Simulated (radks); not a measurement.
Task: These are the eigenvalues of the occupied orbitals of an atom or ion with whole-number occupations (eV). All-electron calculation, Dirac Kohn-Sham, PBEsol, spin-unpolarised, spherical densities, finite nucleus; Fermi nuclear charge, rms radius of each element as measured or else 0.836 A^(1/3) + 0.57 fm. Program: a radial shooting solver on a logarithmic mesh with Libxc functionals.

1s1/2: -69389.73
2s1/2: -12005.38
2p1/2: -11486.05
2p3/2: -10134.14
3s1/2: -2797.812
3p1/2: -2565.778
3p3/2: -2273.478
3d3/2: -1881.431
3d5/2: -1817.836
4s1/2: -611.1276
4p1/2: -514.8129
4p3/2: -446.9895
4d3/2: -288.4949
4d5/2: -275.9963
5s1/2: -121.6757
5p1/2: -92.7610
5p3/2: -82.5222
4f5/2: -77.5936
4f7/2: -75.3475
5d3/2: -43.9747

Which element is it, and in what charge state? The configuration may be excited. Open shells, if any, fill j = l - 1/2 first.

Result: Z = 74, tungsten, charge +4: W4+ in [Xe] 4f14 5d2. The list shows which subshells hold electrons but not how many an open one holds; the 1s level, -2550 hartree, gives Z - s = 71.4 by -(Z - s)^2/2, which with screening and relativity narrows Z to a few neighbours, and the depths of the outer levels then fix element, charge and occupations together.
